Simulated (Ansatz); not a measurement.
Ansatz (a first-principles code) input:

Ansatz 0.2 input:
```yaml
crystal:
  periodic: [false, false, false]
  atoms:
    - {symbol: C, position_ang: [-0.58948698, 0.07484221, -0.49893396]}
    - {symbol: C, position_ang: [0.83140566, -0.16547035, -0.19588443]}
    - {symbol: Cl, position_ang: [1.03358835, -1.27116161, 1.24227772]}
    - {symbol: Cl, position_ang: [1.72363634, 1.35556209, 0.07352472]}
    - {symbol: Cl, position_ang: [-1.36654689, -1.03321451, -1.54127038]}
    - {symbol: Cl, position_ang: [-1.55295915, 1.02081697, 0.53079250]}
    - {symbol: H, position_ang: [1.30727087, -0.68028146, -1.02160706]}
basis:
  gaussian:
    orbitals: def2-TZVP
hamiltonian:
  xc: b3lyp
  dispersion: d3bj
magnetization: {spin_polarized: true, initial_magnetization: 1}
phonons: {temperatures: {t_min: 298.15, t_max: 298.15, t_step: 100}}
```

### Question
Predict the final energy.

### Answer
-1917.70949 Eh (B3LYP-D3(BJ)/def2-TZVP). The basis has 216 functions.

It need not be the lowest isomer of its formula.
